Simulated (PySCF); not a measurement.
Broadened absorption spectrum of C4H5ClF2O

Compound: C₄H₅ClF₂O.
SMILES: `FC(F)(C(Cl)=O)CC`

Computed with TDDFT PBE0/def2-SVPD, vertical, gas phase, core orbitals frozen in the response in PySCF 2.14.0, density-fitted response routines. Isolated species at its GFN2-xTB geometry (one conformer only). Torsions of this conformer, `[CH3:1][CH2:2][C:3]([F:4])([F:5])[C:6](=[O:7])[Cl:8]`: C1–C2–C3–F4 -66°, C2–C3–C6–O7 -106°.

Each state is given a Gaussian of 0.4 eV full width at half maximum, with ε(max) = 2.175×10⁸ f / Δν̃ (Δν̃ the width in cm⁻¹). The width is an assumption, not a result. The curve ends short of the highest state used, and states not computed would add to its high-energy end.

E (eV), ε (L mol⁻¹ cm⁻¹) and a bar:
```
     4.28          0 
     4.43          3 
     4.59         25 
     4.75         79 #
     4.90        103 ##
     5.06         58 #
     5.22         13 
     5.37          2 
     5.53          0 
     5.69          4 
     5.84         30 
     6.00         94 ##
     6.16        125 ##
     6.31        112 ##
     6.47        369 ######
     6.63       1229 #####################
     6.78       1773 ##############################
     6.94       1170 ####################
     7.10        615 ##########
     7.25        729 ############
     7.41        744 #############
     7.57        464 ########
     7.72        323 #####
     7.88        903 ###############
```

Task: Where are the band maxima, and which computed states make them?

Result: 254 nm (4.87 eV), ε about 100, made up of S1 (100%); 202 nm (6.13 eV), ε about 130, made up of S2 (99%); 183 nm (6.78 eV), ε about 1800, made up of S3 (100%); 169 nm (7.34 eV), ε about 790, made up of S4 (84%) and S5 (15%) (ε in L mol⁻¹ cm⁻¹; maxima over ε = 5, shares over 10%). At its high-energy end, 7.88 eV, the curve is still rising (ε about 900, from S6 and S7). The states used: S1 4.88 eV (f 0.0015); S2 6.13 eV (f 0.0019); S3 6.78 eV (f 0.026); S4 7.31 eV (f 0.010); S5 7.54 eV (f 0.0037); S6 8.03 eV (f 0.0082); S7 8.28 eV (f 0.112); S8 8.48 eV (f 0.052).

Task: Coming from long wavelengths, where does ε first pass 100 L mol⁻¹ cm⁻¹?

Result: At about 257 nm (4.83 eV), 0.04 eV below S1.

Task: On this curve, what absorbance would a 10⁻⁴ mol/L sample give at 254 nm over a 1 cm path?

Result: 254 nm is 4.881 eV, where ε is about 100 L mol⁻¹ cm⁻¹, so A = ε c l ≈ 0.01 (Beer–Lambert, with the gas-phase spectrum and the assumed width).

Task: What would ε be at 6.78 eV, the highest of these maxima, with half the width (0.2 eV)?

Result: About 3530 L mol⁻¹ cm⁻¹ against 1770, a factor of about 1.99; a lone state at its own centre would give exactly 2.

The run took 25 s on one thread, x86-64 server, no GPU (shared host).
